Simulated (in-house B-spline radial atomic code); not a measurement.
A run on Zn VI (Zn5+) (an excited or competing configuration) that did not converge. Method: scalar-relativistic (X2C) wB97X, spin-polarised, spherical fractional occupations, exact exchange averaged over the configuration, Fermi nucleus of rms radius 3.9283 fm; computed with an all-electron radial atomic-structure program (B-spline basis).

Command:
```bash
python run_scf.py task.json out
```
Settings (nuclear radius in fm, mass in u):
```
Z                30
configuration    [Ar] 3d6 4f1
hamiltonian      x2c
method           wb97x
spin_polarised   True
nucleus          fermi
rms_radius       3.9283
atomic_mass      63.92914
speed_of_light   137.035999084
exact_exchange   averaged over the configuration
```

First and last ten iterations of the last attempt (damped for 15 steps, keeping 80 % of the old Fock matrix, then DIIS):
```
 iter        energy (Eh)    residual
    1       -1763.909485    9.47e-01
    2       -1778.598799    6.93e-01
    3       -1781.863523    4.80e-01
    4       -1783.610141    3.28e-01
    5       -1784.520958    2.31e-01
    6       -1784.985135    1.62e-01
    7       -1785.216924    1.12e-01
    8       -1785.330812    7.65e-02
    9       -1785.386147    5.40e-02
   10       -1785.412872    3.96e-02
  111       -1785.438368    6.30e-06
  112       -1785.438368    7.22e-06
  113       -1785.438368    5.85e-06
  114       -1785.438368    5.30e-06
  115       -1785.438368    5.31e-06
  116       -1785.438368    5.58e-06
  117       -1785.438368    5.78e-06
  118       -1785.438368    8.02e-06
  119       -1785.438368    5.45e-06
  120       -1785.438368    5.51e-06
 not converged after 120 iterations
```

The smallest residual met was 3.5e-06; the threshold is about 3e-07. Over the last five steps the energy moves by less than 1e-08 hartree, but the orbitals didn't meet the threshold. Run time, properties included: 22 s on 1 thread of Arm Neoverse N1 (shared host).
